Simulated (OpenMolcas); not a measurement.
Tc4+ (d3) in a complex was computed by SS-CASPT2, IPEA 0.25 Eh, imaginary shift 0.1 Eh with the d shell active (OpenMolcas, ANO-RCC-VDZP on the metal). Its lowest spin-free states, and all those of the highest spin:

```tsv
2S+1	Degeneracy	E (cm-1)
4	1	0
4	2	5980
2	2	6340
2	1	8440
2	1	9160
2	1	9420
2	1	10130
4	1	12880
2	1	14930
2	2	15390
2	2	16390
2	2	16750
4	2	50230
4	1	57810
4	1	60780
4	2	73410
```

Question: Is the site octahedral, tetrahedral or cube-like, axial, or of lower symmetry?

Answer: The states with 2S+1 = 4 have orbital degeneracies 1, 2, 1, 2, 1, 1, 2. There are pairs but no triples, so the site is axial: not cubic, but with a proper or improper axis of order three or more. The run had Tc4+ with 4 ligands (fluoride) in square-planar coordination (D4h) at 1.79 Å. Ligand basis ANO-RCC-VDZP.

The least metal-like active orbital is 70 % on the metal (Löwdin) and no ligand orbital is active, so the numbers are rough. Ligand-to-metal charge-transfer states are missing. With no ligand orbital active B as a rule stays too high, so bands that hang on it stand too high and its fall with covalency is understated. The distance lies 2 % under the 1.83 Å that this model takes as the normal distance (a Shannon-type radius plus a fixed donor radius); by an R⁻⁵ law this alone changes a d-shell field by about +12 %. No measured value stands beside these numbers; the geometry is a model, was not optimised and need not be the one that this ion takes.
